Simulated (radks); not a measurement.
Valence configurations of Rh3+ (all share [Kr]). Method: scalar-relativistic Kohn-Sham, PBE, spin-unpolarised, spherical densities, point nucleus; computed with a radial shooting solver on a logarithmic mesh with Libxc functionals. Energies are relative to 4d6; eigenvalues in eV.

valence          E (eV)    e(4d)    e(5p)    e(5s)
4d6               0.000  -39.511        -        -
4d4 5p2          39.705  -49.730  -26.788        -
4d5.5 5s0.5       5.173  -41.508        -  -30.628
4d5 5s1          10.887  -43.540        -  -31.564
4d5 5p1          18.323  -44.606  -24.766        -
4d4 5s2          23.982  -47.680        -  -33.446
4d4.5 5s1.5      17.152  -45.599        -  -32.508
4d4 5s1 5p1      31.814  -48.716  -26.224  -34.087
4d3.5 5s0.5 5p2  47.509  -51.799  -27.484  -35.601

NIST lists [Kr] 4d6 as the ground configuration; this level of theory agrees among the configurations tried. The energies are those of spherical spin-averaged densities, not of single terms.
